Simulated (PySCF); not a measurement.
Br2Hg, singlet, geometry from GFN2-xTB (such geometries of metal compounds can be far from the true shape) (core potentials on Hg); PySCF with DF-CAMB3LYP/def2-SVP.

PySCF was given this input:
```python
from pyscf import gto, scf, dft

mol = gto.Mole()
mol.atom = '''
    Hg    0.00000000    0.00000000    0.00000000
    Br    0.00000000    0.00000000    2.42322459
    Br   -0.00000000   -0.00000000   -2.42322459
'''
mol.basis = 'def2-svp'
mol.ecp = {'Hg': 'def2-svp'}
mol.verbose = 4
mol.build()

mf = dft.RKS(mol)
mf.xc = 'camb3lyp'
mf.small_rho_cutoff = 0
mf = mf.density_fit(auxbasis='def2-universal-jkfit')
mf.kernel()
mf.analyze()
```

The log (banner, timings and long lists left out):

```
PySCF version 2.14.0

[INPUT] verbose = 4
[INPUT] num. atoms = 3
[INPUT] num. electrons = 90
[INPUT] charge = 0
[INPUT] spin (= nelec alpha-beta = 2S) = 0
[INPUT] symmetry False subgroup None
[INPUT] Mole.unit = angstrom
[INPUT] Symbol           X                Y                Z      unit          X                Y                Z       unit  Magmom
[INPUT]  1 Hg     0.000000000000   0.000000000000   0.000000000000 AA    0.000000000000   0.000000000000   0.000000000000 Bohr   0.0
[INPUT]  2 Br     0.000000000000   0.000000000000   2.423224590000 AA    0.000000000000   0.000000000000   4.579230813411 Bohr   0.0
[INPUT]  3 Br     0.000000000000   0.000000000000  -2.423224590000 AA    0.000000000000   0.000000000000  -4.579230813411 Bohr   0.0

nuclear repulsion = 439.484289393292
number of shells = 36
number of NR pGTOs = 205
number of NR cGTOs = 96
basis = def2-svp
ecp = {'Hg': 'def2-svp'}

******** <class 'pyscf.df.df_jk.DFRKS'> ********
method = DFRKS
initial guess = minao
damping factor = 0
level_shift factor = 0
DIIS = <class 'pyscf.scf.diis.CDIIS'>
diis_start_cycle = 1
diis_space = 8
diis_damp = 0
SCF conv_tol = 1e-09
SCF conv_tol_grad = None
SCF max_cycles = 50
direct_scf = False
XC library pyscf.dft.libxc version 7.1.2
    S. Lehtola, C. Steigemann, M. J. T. Oliveira, and M. A. L. Marques,  SoftwareX 7, 1–5 (2018)
XC functionals = camb3lyp
    T. Yanai, D. P. Tew, and N. C. Handy,  Chem. Phys. Lett. 393, 51 (2004)
radial grids:
    Treutler-Ahlrichs [JCP 102, 346 (1995); DOI:10.1063/1.469408] (M4) radial grids

becke partition: Becke, JCP 88, 2547 (1988); DOI:10.1063/1.454033
pruning grids: <function nwchem_prune>
grids dens level: 3
symmetrized grids: False
atomic radii adjust function: <function treutler_atomic_radii_adjust>
small_rho_cutoff = 0
Set gradient conv threshold to 3.16228e-05
Initial guess from minao.
tot grids = 64592
******** <class 'pyscf.df.df.DF'> ********
auxbasis = def2-universal-jkfit
Create RSH-DF object <pyscf.df.df.DF object> for omega=0.33
******** <class 'pyscf.df.df.DF'> ********
auxbasis = auxmol.basis = def2-universal-jkfit
init E= -5287.66866376418
  HOMO = -0.682712937414908  LUMO = -0.577816279517573  gap/eV = 2.85438
cycle= 1 E= -5300.64923832983  delta_E=  -13  |g|= 1.76  |ddm|= 16.1
  HOMO = -0.0256394242330908  LUMO = 0.0955649315793219  gap/eV = 3.29814
cycle= 2 E= -5299.87551758023  delta_E= 0.774  |g|= 2.79  |ddm|= 5.52
  HOMO = -0.345741992310231  LUMO = -0.0672305551666645  gap/eV = 7.57868
cycle= 3 E= -5301.44794052518  delta_E= -1.57  |g|= 0.0989  |ddm|= 2.64
  HOMO = -0.351103248065835  LUMO = -0.0618753114257723  gap/eV = 7.87029
cycle= 4 E= -5301.45121594203  delta_E= -0.00328  |g|= 0.0407  |ddm|= 0.19
  HOMO = -0.350135182005768  LUMO = -0.0589291943692693  gap/eV = 7.92412
cycle= 5 E= -5301.45175122173  delta_E= -0.000535  |g|= 0.0052  |ddm|= 0.0675
  HOMO = -0.349837679622235  LUMO = -0.0593626216150471  gap/eV = 7.90423
cycle= 6 E= -5301.45177774826  delta_E= -2.65e-05  |g|= 0.00124  |ddm|= 0.0248
  HOMO = -0.349997026035784  LUMO = -0.059372784286504  gap/eV = 7.90829
cycle= 7 E= -5301.45177854977  delta_E= -8.02e-07  |g|= 0.000533  |ddm|= 0.00459
  HOMO = -0.349922814307803  LUMO = -0.0593250592017989  gap/eV = 7.90757
cycle= 8 E= -5301.4517786148  delta_E= -6.5e-08  |g|= 0.000116  |ddm|= 0.000809
  HOMO = -0.349916800035039  LUMO = -0.0593224128838801  gap/eV = 7.90748
cycle= 9 E= -5301.45177861845  delta_E= -3.65e-09  |g|= 2.07e-05  |ddm|= 0.000213
  HOMO = -0.349922843536095  LUMO = -0.0593283445207721  gap/eV = 7.90748
cycle= 10 E= -5301.45177861866  delta_E= -2.06e-10  |g|= 1.88e-06  |ddm|= 6.65e-05
  HOMO = -0.349922597130356  LUMO = -0.0593284775645593  gap/eV = 7.90747
Extra cycle  E= -5301.45177861868  delta_E= -2.36e-11  |g|= 1.23e-06  |ddm|= 6.46e-06
converged SCF energy = -5301.45177861868
**** SCF Summaries ****
Total Energy =                       -5301.451778618681601
Nuclear Repulsion Energy =             439.484289393291533
One-electron Energy =                -8310.663831718467918
Two-electron Energy =                 2569.727763706493988
Two-electron Coulomb Energy =         2766.571460253340319
DFT Exchange-Correlation Energy =     -196.843696546846246
HOMO-LUMO gap [eV] =                     7.907468762646925
**** MO energy ****
MO #1   energy= -482.859988257108  occ= 2
MO #2   energy= -482.859957309689  occ= 2
MO #3   energy= -62.5353751703328  occ= 2
MO #4   energy= -62.5353502209282  occ= 2
MO #5   energy= -56.3691445818351  occ= 2
MO #6   energy= -56.3691317583569  occ= 2
MO #7   energy= -56.3662044840859  occ= 2
MO #8   energy= -56.3662044840856  occ= 2
MO #9   energy= -56.3661991580933  occ= 2
MO #10  energy= -56.3661991580932  occ= 2
MO #11  energy= -8.76372350527723  occ= 2
MO #12  energy= -8.76369569591044  occ= 2
MO #13  energy= -6.5973023834598   occ= 2
MO #14  energy= -6.59729927752924  occ= 2
MO #15  energy= -6.58666589788542  occ= 2
MO #16  energy= -6.58666589788537  occ= 2
MO #17  energy= -6.58666514995494  occ= 2
MO #18  energy= -6.58666514995483  occ= 2
MO #19  energy= -4.62168990177707  occ= 2
MO #20  energy= -2.76270318613921  occ= 2
MO #21  energy= -2.75339578483494  occ= 2
MO #22  energy= -2.75339578483486  occ= 2
MO #23  energy= -2.71361331589381  occ= 2
MO #24  energy= -2.71347710215118  occ= 2
MO #25  energy= -2.71062384915811  occ= 2
MO #26  energy= -2.71062384915807  occ= 2
MO #27  energy= -2.71061320072654  occ= 2
MO #28  energy= -2.71061320072646  occ= 2
MO #29  energy= -2.70229975689488  occ= 2
MO #30  energy= -2.70229880183421  occ= 2
MO #31  energy= -2.70229103597961  occ= 2
MO #32  energy= -2.70229008090274  occ= 2
MO #33  energy= -0.861475165701775 occ= 2
MO #34  energy= -0.842324851003362 occ= 2
MO #35  energy= -0.604628726909841 occ= 2
MO #36  energy= -0.59645815055979  occ= 2
MO #37  energy= -0.596458150559701 occ= 2
MO #38  energy= -0.578804404957619 occ= 2
MO #39  energy= -0.578804285133736 occ= 2
MO #40  energy= -0.453481688156854 occ= 2
MO #41  energy= -0.394160833437849 occ= 2
MO #42  energy= -0.369606820383082 occ= 2
MO #43  energy= -0.369606820382856 occ= 2
MO #44  energy= -0.34992259713045  occ= 2
MO #45  energy= -0.349922597130356 occ= 2
MO #46  energy= -0.0593284775645593 occ= 0
MO #47  energy= 0.010717413167759  occ= 0
MO #48  energy= 0.010717413167788  occ= 0
MO #49  energy= 0.140115424093359  occ= 0
MO #50  energy= 0.146403174852205  occ= 0
MO #51  energy= 0.417831817136919  occ= 0
MO #52  energy= 0.417831817137101  occ= 0
MO #53  energy= 0.438477673814877  occ= 0
Dipole moment(X, Y, Z, Debye):  0.00000,  0.00000, -0.00000
```
